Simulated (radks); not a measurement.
Values are calculated unless marked as measured or tabulated.
Species: Ta I. Configuration: [Xe] 4f14 5d3 6s2.

Level of theory: non-relativistic Kohn-Sham, XLYP, spin-polarised, spherical densities, point nucleus; open shells are filled with parallel spins first (spin-orbit coupling, left out, can overturn this in heavy ions); relativity is left out, which matters for an element this heavy (a radial shooting solver on a logarithmic mesh with Libxc functionals).

Energy parts (Ry):
total: -29610.2647
kinetic: 29603.5515
electron-nucleus: -70510.8053
Hartree: 11899.9562
exchange-correlation: -602.9671

Orbitals (lengths in bohr, moments of r in powers of bohr; r(max) is where P^2 peaks; r(90%) holds 90 % of the orbital's charge):
| orbital | occ. | eigenvalue (Ry) | r(90%) | r(max) | <r^4> | <r^2> |
|---|---|---|---|---|---|---|
| 1s up | 1 | -4554.905 | 0.0369 | 0.01377 | 8.350e-07 | 0.0005755 |
| 1s down | 1 | -4554.905 | 0.0369 | 0.01377 | 8.350e-07 | 0.0005755 |
| 2s up | 1 | -746.1980 | 0.134 | 0.07504 | 0.0001366 | 0.009022 |
| 2s down | 1 | -746.1889 | 0.134 | 0.07504 | 0.0001366 | 0.009022 |
| 2p up | 3 | -714.8051 | 0.120 | 0.05827 | 0.00008609 | 0.006674 |
| 2p down | 3 | -714.7983 | 0.120 | 0.05827 | 0.00008609 | 0.006674 |
| 3s up | 1 | -169.4156 | 0.325 | 0.2064 | 0.004797 | 0.05673 |
| 3s down | 1 | -169.4133 | 0.325 | 0.2064 | 0.004797 | 0.05673 |
| 3p up | 3 | -154.9149 | 0.317 | 0.1946 | 0.004291 | 0.05252 |
| 3p down | 3 | -154.9124 | 0.317 | 0.1946 | 0.004290 | 0.05252 |
| 3d up | 5 | -127.8777 | 0.290 | 0.1536 | 0.002933 | 0.04094 |
| 3d down | 5 | -127.8723 | 0.290 | 0.1536 | 0.002933 | 0.04094 |
| 4s up | 1 | -33.46503 | 0.715 | 0.4652 | 0.1142 | 0.2806 |
| 4s down | 1 | -33.45864 | 0.715 | 0.4652 | 0.1141 | 0.2806 |
| 4p up | 3 | -27.44820 | 0.736 | 0.4664 | 0.1269 | 0.2917 |
| 4p down | 3 | -27.44144 | 0.736 | 0.4664 | 0.1268 | 0.2917 |
| 4d up | 5 | -16.50771 | 0.788 | 0.4638 | 0.1655 | 0.3199 |
| 4d down | 5 | -16.49929 | 0.787 | 0.4638 | 0.1650 | 0.3197 |
| 4f up | 7 | -2.35249 | 1.03 | 0.4342 | 0.5708 | 0.4845 |
| 4f down | 7 | -2.33466 | 1.02 | 0.4340 | 0.5492 | 0.4781 |
| 5s up | 1 | -4.45075 | 1.74 | 1.081 | 3.986 | 1.638 |
| 5s down | 1 | -4.35824 | 1.73 | 1.077 | 3.922 | 1.624 |
| 5p up | 3 | -2.76157 | 1.97 | 1.170 | 6.583 | 2.056 |
| 5p down | 3 | -2.65598 | 1.97 | 1.164 | 6.518 | 2.041 |
| 5d up | 3 | -0.38109 | 3.37 | 1.554 | 60.56 | 5.383 |
| 5d down | 0 | -0.27432 | 3.63 | 1.553 | 85.29 | 6.094 |
| 6s up | 1 | -0.34746 | 5.34 | 2.997 | 352.2 | 14.71 |
| 6s down | 1 | -0.30048 | 5.65 | 3.110 | 437.9 | 16.27 |

The highest occupied level is 6s down at -4.088 eV. The electron density at the nucleus is 2.784e+05 e/bohr^3. Virial ratio -V/T = 2.00023. The density falls to 0.001 e/bohr^3 at r = 5.01 bohr. Spin moment in Bohr magnetons: 3. For comparison, the ionisation energy in NIST's Atomic Spectra Database is 7.550 eV (measured). In exact Kohn-Sham theory the highest level is minus the ionisation energy, but local and semilocal functionals leave it too shallow, through self-interaction and a potential that decays too fast; potentials with the right tail come closer. Summed over all electrons, <r^2> = 75.82 bohr^2, which gives a Langevin (diamagnetic) susceptibility term of -60.1 x 10^-6 cm^3/mol.

Run on one thread of a shared host, so times are rough (Arm Neoverse V2): 0.26 s of CPU time, 0.26 s wall, 16 iterations on 2728 mesh points.
